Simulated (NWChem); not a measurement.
# C₂H₅ClSi; SMILES C=C([SiH3])Cl

Computed with NWChem. Structure relaxed at the PBE0/def2-SVP level. Level: PBE0/def2-SVP with SMD (1 M gas to 1 M solution), gas-phase geometry. Reactions with the solvent are ignored.

**Question.** What does the run give for solvent n-hexane? Quantities: solvation free energy (kcal/mol); cavity-dispersion-structure term (kcal/mol); dipole in solution (D).

**Answer.** 
| Item | Value |
|---|---|
| solvation free energy (kcal/mol) | -1.9 |
| cavity-dispersion-structure term (kcal/mol) | -1.1 |
| dipole in solution (D) | 1.56 |
